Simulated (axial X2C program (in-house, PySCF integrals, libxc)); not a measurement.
**Low determinants of CrO⁺ at the PBE0 level, two-component**

All values were computed with an in-house all-electron X2C program for linear molecules (integrals from PySCF). Two-component (2c) means X2C with spin–orbit coupling and atomic mean-field two-electron Coulomb and Gaunt terms. Basis: Cr dyall-cv3z [9s10p6d3f2g], O dyall-av3z [7s6p3d2f] (cores contracted in-house); Gaussian nuclei, density fitting, unrestricted open shells. Masses: Cr 51.941 u, O 15.995 u.

Search at 1.589 Å (vertical energies from the lowest determinant):

```csv
ΔE (eV),state,electrons beyond evenly filled partner blocks,"electrons in ±ω = 1/2, 3/2, 5/2, 7/2"
0.00,Ω = 3/2,"ω = 1/2, ω = -3/2, ω = 5/2",23 7 1 0
0.03,Ω = 1/2,"ω = -1/2, ω = -3/2, ω = 5/2",23 7 1 0
0.06,Ω = 5/2,ω = 5/2,22 8 1 0
1.20,Ω = 1/2,"2 × ω = 3/2, ω = -5/2",22 8 1 0
1.64,Ω = 3/2,ω = 3/2,22 7 2 0
2.06,Ω = 1/2,ω = 1/2,23 8 0 0
2.12,Ω = 9/2,"ω = 1/2, ω = 3/2, ω = 5/2",23 7 1 0
```

Lowest determinant, Ω = 3/2 (⟨Sz⟩ = 1.50, ⟨Lz⟩ = 0.00 at PBE0): Re = 1.580 Å, ωe = 764.3 cm⁻¹.

The determinant in row 2 of the search, Ω = 1/2 (⟨Sz⟩ = 1.50, ⟨Lz⟩ = -1.00 at PBE0), was followed along the bond at PBE0; measured from the minimum of the lowest determinant it gives:

Te = 0.019 eV (152 cm⁻¹), Re = 1.562 Å, ωe = 922.8 cm⁻¹.

Question: Compare the bond of the determinant in row 2 with that of the lowest one.

Answer: At PBE0 its Re is 0.018 Å shorter and its force constant, which goes as ωe², is 1.46 times that of the lowest determinant. T0 ≈ Te + Δωe/2 = 152 + (79) = 231 cm⁻¹.

The search compares states at one distance, so a state with another bond length can lie lower; it is not exhaustive and yields mostly the lowest determinant of each block pattern, so other components and higher states of one pattern are missing. These are energies of single determinants, not of spin-adapted states; PBE0 term energies can be off by some tenths of an eV, and the functional has no current term. The lowest determinant need not be the ground state where others lie within half an eV.
